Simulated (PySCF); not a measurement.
CH4O, charge +1, doublet, geometry from GFN2-xTB (a state made from the parent by changing its charge; the spin is typed, not shown lowest); BLYP/6-311G** (PySCF).

Here is a job for PySCF.
```python
from pyscf import gto, scf, dft

mol = gto.M(
    atom='''
C    -0.08203668    0.60493218    0.11482401
O     0.06067739   -0.68366516   -0.17494028
H    -1.18198643    0.86214509    0.11391237
H     0.62482878   -1.22970011    0.41246267
H     0.43910736    0.99198948    0.99712096
H     0.12485126    1.21529375   -0.81291782
''',
    basis='6-311g**',
    charge=1,
    spin=1,
    verbose=4,
)

mf = dft.UKS(mol)
mf.xc = 'blyp'
mf.kernel()
```

Output, abridged:

```
PySCF version 2.14.0

[INPUT] verbose = 4
[INPUT] num. atoms = 6
[INPUT] num. electrons = 17
[INPUT] charge = 1
[INPUT] spin (= nelec alpha-beta = 2S) = 1
[INPUT] symmetry False subgroup None
[INPUT] Mole.unit = angstrom
[INPUT] Symbol           X                Y                Z      unit          X                Y                Z       unit  Magmom
[INPUT]  1 C     -0.082036680000   0.604932180000   0.114824010000 AA   -0.155026857369   1.143156144136   0.216985931424 Bohr   0.0
[INPUT]  2 O      0.060677390000  -0.683665160000  -0.174940280000 AA    0.114663649053  -1.291939913307  -0.330589217355 Bohr   0.0
[INPUT]  3 H     -1.181986430000   0.862145090000   0.113912370000 AA   -2.233630635652   1.629218099738   0.215263181500 Bohr   0.0
[INPUT]  4 H      0.624828780000  -1.229700110000   0.412462670000 AA    1.180755268946  -2.323796423248   0.779441482907 Bohr   0.0
[INPUT]  5 H      0.439107360000   0.991989480000   0.997120960000 AA    0.829792649681   1.874588435650   1.884285527463 Bohr   0.0
[INPUT]  6 H      0.124851260000   1.215293750000  -0.812917820000 AA    0.235934687707   2.296572348396  -1.536192041578 Bohr   0.0

nuclear repulsion = 41.3191666910559
number of shells = 32
number of NR pGTOs = 94
number of NR cGTOs = 60
basis = 6-311g**
ecp = {}

******** <class 'pyscf.dft.uks.UKS'> ********
method = UKS
initial guess = minao
damping factor = 0
level_shift factor = 0
DIIS = <class 'pyscf.scf.diis.CDIIS'>
diis_start_cycle = 1
diis_space = 8
diis_damp = 0
SCF conv_tol = 1e-09
SCF conv_tol_grad = None
SCF max_cycles = 50
direct_scf = True
direct_scf_tol = 1e-13
number electrons alpha = 9  beta = 8
XC library pyscf.dft.libxc version 7.1.2
    S. Lehtola, C. Steigemann, M. J. T. Oliveira, and M. A. L. Marques,  SoftwareX 7, 1–5 (2018)
XC functionals = blyp
    A. D. Becke,  Phys. Rev. A 38, 3098 (1988)
    C. Lee, W. Yang, and R. G. Parr,  Phys. Rev. B 37, 785 (1988)
    B. Miehlich, A. Savin, H. Stoll, and H. Preuss,  Chem. Phys. Lett. 157, 200 (1989)
radial grids:
    Treutler-Ahlrichs [JCP 102, 346 (1995); DOI:10.1063/1.469408] (M4) radial grids

becke partition: Becke, JCP 88, 2547 (1988); DOI:10.1063/1.454033
pruning grids: <function nwchem_prune>
grids dens level: 3
symmetrized grids: False
atomic radii adjust function: <function treutler_atomic_radii_adjust>
small_rho_cutoff = 0
Set gradient conv threshold to 3.16228e-05
tot grids = 67432
init E= -115.774256504243

cycle= 1 E= -115.303071729032  delta_E= 0.471  |g|= 0.299  |ddm|= 1.13
cycle= 2 E= -115.177481900637  delta_E= 0.126  |g|= 0.632  |ddm|= 0.443
cycle= 3 E= -115.333728075924  delta_E= -0.156  |g|= 0.0712  |ddm|= 0.334
cycle= 4 E= -115.33585979145  delta_E= -0.00213  |g|= 0.0245  |ddm|= 0.0504
cycle= 5 E= -115.33613528838  delta_E= -0.000275  |g|= 0.00816  |ddm|= 0.0174
cycle= 6 E= -115.336165531625  delta_E= -3.02e-05  |g|= 0.00101  |ddm|= 0.00515
cycle= 7 E= -115.336166051541  delta_E= -5.2e-07  |g|= 0.000683  |ddm|= 0.00122
cycle= 8 E= -115.336166327648  delta_E= -2.76e-07  |g|= 6.33e-05  |ddm|= 0.00054
cycle= 9 E= -115.3361663299  delta_E= -2.25e-09  |g|= 4.08e-05  |ddm|= 7.6e-05
cycle= 10 E= -115.336166330715  delta_E= -8.15e-10  |g|= 4.74e-06  |ddm|= 2.43e-05
Extra cycle  E= -115.336166330676  delta_E= 3.86e-11  |g|= 1.09e-05  |ddm|= 7.27e-06
converged SCF energy = -115.336166330676  <S^2> = 0.75257051  2S+1 = 2.0025689
```
